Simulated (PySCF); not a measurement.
(E)-1-bromo-2-fluoroprop-1-ene (C3H4BrF), SMILES C(/C)(=C/Br)F. Coordinates come from a PBE-D3(BJ)/def2-SVP optimisation.

These are PBE-D3(BJ)/def2-SVP run with PySCF values and carry that method's errors.

Harmonic wavenumbers (cm⁻¹): 143, 188, 227, 357, 428, 447, 734, 760, 886, 978, 1011, 1132, 1263, 1355, 1391, 1394, 1683, 2975, 3049, 3108, 3164. Rotational constants (GHz): 8.884, 1.409, 1.225; symmetry number 1.

Problem. Work out the zero-point energy and the ideal-gas rigid-rotor harmonic-oscillator thermochemistry at 298.15 K and 1 atm.

Solution. ZPE = ½ Σ hcν = ½ × 26671 cm⁻¹ = 159.53 kJ/mol. H − E(el) = 177.43 kJ/mol. Entropy in J/(mol K): translation 170.28, rotation 114.81, vibration 44.87, total 329.97. G − E(el) = 79.05 kJ/mol. Cp = 89.64 J/(mol K). Modes under 150 cm⁻¹ make the vibrational entropy uncertain.
